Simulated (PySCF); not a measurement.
PySCF input (CCSD(T)/cc-pVDZ):

```python
from pyscf import gto, scf, mp, cc as ccmod

mol = gto.M(
    atom='''
    Si   -0.00000000   -0.00000000   -1.18991524
    C     0.00000000    0.00000000    0.65490404
    N     0.00000000    0.00000000    1.81848417
    ''',
    basis='cc-pvdz',
    charge=0,
    spin=1,
    symmetry='C2v',
    verbose=4,
)

mf = scf.UHF(mol)
mf.conv_tol = 1e-10
mf.max_cycle = 100
mf.kernel()
mp2 = mp.MP2(mf, frozen=7).run()
cc = ccmod.CCSD(mf, frozen=7)
cc.max_cycle = 100
cc.kernel()
et = cc.ccsd_t()
print(f'E(CCSD(T)) = {cc.e_tot + et:.9f}')
```

End of the output:

```
Extra cycle  E= -381.189936080664  delta_E= -7.96e-13  |g|= 3.62e-07  |ddm|= 9.48e-07
converged SCF energy = -381.189936080664  <S^2> = 0.89139444  2S+1 = 2.1367213

******** <class 'pyscf.mp.ump2.UMP2'> ********
nocc = (np.int64(7), np.int64(6)), nmo = (39, 39)
frozen orbitals 7
E(UMP2) = -381.50938644338  E_corr = -0.319450362716039
E(SCS-UMP2) = -381.501734118848  E_corr = -0.311798038184243
E_corr(same-spin) = -0.0825489197019273
E_corr(oppo-spin) = -0.236901443014112

******** <class 'pyscf.cc.uccsd.UCCSD'> ********
CC2 = 0
CCSD nocc = (np.int64(7), np.int64(6)), nmo = (39, 39)
frozen orbitals 7
max_cycle = 100
direct = 0
conv_tol = 1e-07
conv_tol_normt = 1e-06
diis_space = 6
diis_start_cycle = 0
diis_start_energy_diff = 1e+09
Init t2, MP2 energy = -0.319450354329415
Init E_corr(UCCSD) = -0.319450354329589
cycle = 1  E_corr(UCCSD) = -0.326407545645799  dE = -0.00695719132  norm(t1,t2) = 0.111024
cycle = 2  E_corr(UCCSD) = -0.34199026495331  dE = -0.0155827193  norm(t1,t2) = 0.0462774
cycle = 3  E_corr(UCCSD) = -0.345780492575959  dE = -0.00379022762  norm(t1,t2) = 0.0308699
cycle = 4  E_corr(UCCSD) = -0.350997939865079  dE = -0.00521744729  norm(t1,t2) = 0.0166104
cycle = 5  E_corr(UCCSD) = -0.350986911973442  dE = 1.10278916e-05  norm(t1,t2) = 0.00720616
cycle = 6  E_corr(UCCSD) = -0.350811314172914  dE = 0.000175597801  norm(t1,t2) = 0.00303244
cycle = 7  E_corr(UCCSD) = -0.350984566476541  dE = -0.000173252304  norm(t1,t2) = 0.00118098
cycle = 8  E_corr(UCCSD) = -0.350965004438771  dE = 1.95620378e-05  norm(t1,t2) = 0.000382897
cycle = 9  E_corr(UCCSD) = -0.350959270648963  dE = 5.73378981e-06  norm(t1,t2) = 0.000193377
cycle = 10  E_corr(UCCSD) = -0.350957752620601  dE = 1.51802836e-06  norm(t1,t2) = 0.000100117
cycle = 11  E_corr(UCCSD) = -0.350957484550999  dE = 2.68069603e-07  norm(t1,t2) = 3.27265e-05
cycle = 12  E_corr(UCCSD) = -0.350959130855665  dE = -1.64630467e-06  norm(t1,t2) = 1.35167e-05
cycle = 13  E_corr(UCCSD) = -0.350959530924185  dE = -4.0006852e-07  norm(t1,t2) = 6.62378e-06
cycle = 14  E_corr(UCCSD) = -0.350959400040088  dE = 1.30884096e-07  norm(t1,t2) = 3.79285e-06
cycle = 15  E_corr(UCCSD) = -0.35095931645103  dE = 8.35890587e-08  norm(t1,t2) = 1.88733e-06
cycle = 16  E_corr(UCCSD) = -0.350959259435495  dE = 5.70155346e-08  norm(t1,t2) = 7.57627e-07
UCCSD converged
E(UCCSD) = -381.5408953400997  E_corr = -0.3509592594354951
UCCSD(T) correction = -0.0152870441467297
E(CCSD(T)) = -381.556182384
```

It need not be the lowest isomer of its formula.

The determinant is spin-contaminated: <S^2> is 0.89 against 0.75 for a pure state.
